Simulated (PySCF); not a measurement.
**The potential of point charges around `C=C(C)O[SiH-]O[SiH3]`**

Species: `C=C(C)O[SiH-]O[SiH3]`, charge -1. Coordinates (GFN2-xTB, Å) and charges (e) from the PBE0/pcSseg-1 density (PySCF):

| atom | x | y | z | Mulliken | IAO | Hirshfeld | ESP-fitted |
| --- | --- | --- | --- | --- | --- | --- | --- |
| C1 | -2.035 | -1.387 | -0.235 | -0.2807 | -0.4989 | -0.2160 | -1.0935 |
| C2 | -1.411 | -0.366 | 0.360 | +0.0800 | +0.2455 | +0.0685 | +0.7251 |
| C3 | -2.185 | 0.792 | 0.958 | -0.2221 | -0.4319 | -0.1356 | -0.5416 |
| O4 | -0.116 | -0.249 | 0.498 | -0.6197 | -0.5674 | -0.2113 | -0.1595 |
| Si5 | 1.034 | -1.487 | 0.120 | +0.4112 | +0.3705 | -0.0568 | -0.8423 |
| O6 | 2.464 | -0.581 | 0.492 | -0.7510 | -0.8712 | -0.3414 | -0.0857 |
| Si7 | 3.034 | 0.873 | 0.346 | +0.7527 | +0.8783 | +0.3171 | +0.5939 |
| H8 | -3.109 | -1.426 | -0.301 | +0.0594 | +0.1169 | +0.0072 | +0.2629 |
| H9 | -1.472 | -2.213 | -0.627 | +0.1133 | +0.1449 | +0.0078 | +0.3498 |
| H10 | -2.076 | 0.782 | 2.043 | +0.1050 | +0.1381 | +0.0308 | +0.1259 |
| H11 | -3.241 | 0.730 | 0.705 | +0.0833 | +0.1262 | +0.0288 | +0.1215 |
| H12 | -1.780 | 1.736 | 0.593 | +0.1061 | +0.1409 | +0.0311 | +0.0997 |
| H13 | 1.059 | -1.271 | -1.373 | -0.2694 | -0.2236 | -0.1848 | +0.0305 |
| H14 | 2.105 | 1.971 | 0.671 | -0.1701 | -0.1842 | -0.1078 | -0.1659 |
| H15 | 3.548 | 1.151 | -1.015 | -0.1969 | -0.1951 | -0.1168 | -0.1919 |
| H16 | 4.173 | 0.953 | 1.287 | -0.2012 | -0.1888 | -0.1206 | -0.2290 |

Points outside the species (Å): A (-5.2, 2.5, 3.4); B (3.8, 4.1, 3.7); C (0.2, 5.0, 0.0).

Problem. Find the potential V = 14.3996 V·Å × Σ q/r of each set of charges at these points.

Solution. In volts:

```
point  nearest atom  distance (Å)  Mulliken     IAO  Hirshfeld  ESP-fitted
    A           H11          3.77    -1.787  -1.859     -1.902      -1.833
    B           H16          3.98    -2.289  -2.187     -2.184      -2.127
    C           H14          3.64    -2.529  -2.464     -2.438      -2.286
```

Problem. How far are the other sets from the ESP-fitted one at these points?

Solution. Root-mean-square difference: Hirshfeld 0.102 V, IAO 0.109 V, Mulliken 0.170 V. The ESP scheme fits charges at the nuclei, held to the total charge, to the electrostatic potential on points at 1.4 to 2.0 times the van der Waals radii.

Problem. What energy would a point charge of -2 e have at C in the field of the ESP charges, leaving out polarisation?

Solution. +4.572 eV = +441.1 kJ/mol, a repulsion. The total charge alone, placed at the mean of the coordinates, would give +5.747 eV.

Geometry: GFN2-xTB, one conformer, isolated ion. The pcSseg-1 basis has no diffuse functions, a weakness for an anion.

Shape of the structure used: `[CH2:1]=[C:2]([CH3:3])[O:4][SiH-:5][O:6][SiH3:7]`: C1–C2–O4–Si5 -8°, C2–O4–Si5–O6 178°, O4–Si5–O6–Si7 -39°.
